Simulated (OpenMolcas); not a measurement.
## Computed transition rates of Xe V

```yaml
Program: OpenMolcas
Method: "MS-CASPT2, IPEA 0.25 Eh, imaginary shift 0.1 Eh (closed shells correlated: 4d)"
Basis: ANO-RCC [10s9p8d5f3g]
Scalar_Hamiltonian: DKH2, point nucleus
Active_space: 4 electrons in 8 orbitals (5s 5p 6s 6p)
State_averaging: 2S+1 = 3 even, 3 roots; 2S+1 = 1 even, 12 roots; 2S+1 = 5 odd, 1 root; 2S+1 = 3 odd, 9 roots; 2S+1 = 1 odd, 8 roots
Spin-orbit_coupling: RASSI with atomic mean-field integrals over the reference wave functions, term energies averaged over their components
```

Rates come from the transition moments of the reference wave functions (E1 and E2 in the length form). At fixed line strength A goes as λ^-3 for E1 and M1 and as λ^-5 for E2, so a rate at the computed wavelength can be rescaled to the measured one. Measured vacuum wavelengths follow from level energies in Saloman, J. Phys. Chem. Ref. Data 33, 765 (2004). Branching counts decays inside the model space alone, at computed energies, and the table is only a selection of the E2 and M1 lines, drawn from those between levels with measured partners whose computed energy lies within a factor of 1.5 of the measured one.

```csv
Upper,Lower,Type,λ computed (nm),λ measured (nm),A computed (s-1),A rescaled (s-1),Branching %
5s2 5p2 3P2 [72 %],5s2 5p2 3P1,M1,2149,2068,9.82e-01,1.10e+00,93.9
5s2 5p2 3P1,5s2 5p2 3P0,M1,1270,1076,8.06e+00,1.33e+01,100.0
5s2 5p2 3P2 [72 %],5s2 5p2 3P0,E2,798.2,707.9,6.32e-02,1.15e-01,6.0
5s2 5p2 1D2 [72 %],5s2 5p2 3P2 [72 %],M1,756.4,700.1,1.90e+01,,46.2
5s2 5p2 1D2 [72 %],5s2 5p2 3P2 [72 %],E2,756.4,700.1,2.12e-01,,0.5
5s2 5p2 1S0,5s2 5p2 1D2 [72 %],E2,586.2,622.7,3.86e+00,2.85e+00,1.8
5s2 5p2 1D2 [72 %],5s2 5p2 3P1,M1,559.5,523,2.17e+01,,52.9
5s2 5p2 1S0,5s2 5p2 3P2 [72 %],E2,330.3,329.6,1.28e+01,,5.9
5s2 5p2 1S0,5s2 5p2 3P1,M1,286.3,284.3,1.99e+02,,92.3
```

Spin-changing lines and M1 lines between different terms are not rescaled, since their strength hangs on the term gaps too.

The largest correction is for 5s2 5p2 3P2 [72 %] → 5s2 5p2 3P0 (E2): 6.32e-02 × (798.2 / 707.9)^5 = 1.15e-01 s-1, a factor of 1.82.

No measured rate stands beside these. Rescaling mends the energy factor alone: line strengths can still be far off where a level mixes with configurations outside the active space, and weak or spin-changing lines hang on small mixing coefficients that depend on the term gaps too, so rescaling need not improve them.

Term energies are means over components that CASPT2 splits; among the terms shown or strongly mixed into the levels shown the widest spread is 64 cm-1 (5s2 5p2 1D). Over all roots computed the reference weight is 0.81 to 0.95; the roots of lowest weight are the least certain, and an intruder state may touch them. Active for correlation alone: 6p 6s; no level in the range computed is led by a configuration that fills them, so any true level of that kind is missing. Some terms miss by over 15 % even with CASPT2, which points to a basis or an active space too small for the shells correlated. Measured partners are found by configuration, term and J. A level has none where our copy of the source lacks it or the pairing is in doubt (some pairs that miss far off the trend of their configuration count as doubtful). Only configurations of the active space appear.

A share in square brackets marks a mixed level and gives the weight of the term that names it.
